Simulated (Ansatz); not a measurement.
Dissociation curve of GeSe, singlet.

Calculation: CCSD(T) on UHF/cc-pVQZ, cores with 3d frozen in Ansatz (a program for electronic structure).

The batch members p0 to p5 hold the bond at 1.72, 1.80, 1.90, 1.98, 2.09, 2.14 Å.

Ansatz input:

Ansatz 0.2 input:
```yaml
# input.yaml
basis:
  gaussian: { orbitals: cc-pvqz }
correlation:
  method: ccsd_t
  electrons: outside_noble_gas
scf:
  omitted_lower_state_checks: [cluster_reference, increment]
batch:
  members: [p0.yaml, p1.yaml, p2.yaml, p3.yaml, p4.yaml, p5.yaml]

# p3.yaml, one of the 6 members of this batch
crystal:
  periodic: [false, false, false]
  atoms:
    - { symbol: Ge, position_ang: [0.0, 0.0, 0.0] }
    - { symbol: Se, position_ang: [0.0, 0.0, 1.98] }
total_charge: 0
magnetization:
  spin_polarized: true
```

Lines of the output on each member:

```
Member 0: Total energy: -121783.54966599 eV, -4475.4629023705 hartree
Member 0: Checks for a lower state left out: cluster_reference, increment
Member 1: Total energy: -121785.35901367 eV, -4475.5293946713 hartree
Member 1: Checks for a lower state left out: cluster_reference, increment
Member 2: Total energy: -121786.79484151 eV, -4475.5821603710 hartree
Member 2: Checks for a lower state left out: cluster_reference, increment
Member 3: Total energy: -121787.46463379 eV, -4475.6067747834 hartree
Member 3: Checks for a lower state left out: cluster_reference, increment
Member 4: Total energy: -121787.90351257 eV, -4475.6229032810 hartree
Member 4: Checks for a lower state left out: cluster_reference, increment
Member 5: Total energy: -121787.96812826 eV, -4475.6252778637 hartree
Member 5: Checks for a lower state left out: cluster_reference, increment
```

The unrestricted solution behind UCCSD(T) changes between 2.88 and 3.20 Å, which can leave a kink. The unrestricted determinant behind UCCSD(T) is spin-contaminated at 2.35 to 8.49 Å (<S²> up to 2.0, against 0.00 for a pure singlet).
